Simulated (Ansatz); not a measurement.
Geometry optimisation, Ansatz 0.2.0, RKS r2SCAN-D4/def2-SVP.

The input (input.yaml):

```yaml
crystal:
  periodic: [false, false, false]
  atoms:
    - { symbol: Ge, position_ang: [0.0, 0.0, 0.0] }
    - { symbol: F, position_ang: [0.0, 0.0, 1.68] }
    - { symbol: H, position_ang: [1.4616, 0.0, -0.5162] }
    - { symbol: H, position_ang: [-0.73, 1.2648, -0.5162] }
    - { symbol: H, position_ang: [-0.73, -1.2648, -0.5162] }
basis:
  gaussian: { orbitals: def2-SVP }
hamiltonian:
  xc: r2scan
  dispersion: d4
relax:
  f_tol: 0.02
  max_steps: 40
```

Run as:

```bash
$ ansatz run input.yaml --threads 1 --pin off --max-ram 2048MiB --backend cpu --events-out ev --progress --plain --runs-dir out
```

Task: Where does it end, and by what steps?

Result: The forces met the threshold. After 3 steps the energy has fallen by 0.089 eV; Ge1 moved furthest, 0.06 Å.

```
step  energy less start (eV)  largest force component (eV/Å)  accepted
   0                  0.0000                           2.770       yes
   1                 -0.0707                           1.115       yes
   2                 -0.0888                           0.035       yes
   3                 -0.0891                           0.006       yes
```

```xyz
5
Properties=species:S:1:pos:R:3
Ge 0.000 0.000 -0.061
F 0.000 0.000 1.685
H 1.470 0.000 -0.497
H -0.734 1.272 -0.498
H -0.734 -1.272 -0.498
```

Whether the end is a true minimum wasn't checked by a vibrational analysis.

Run time: 11 s on 1 thread of Arm Neoverse V2, with other jobs on the host, peak memory 0.12 GiB.
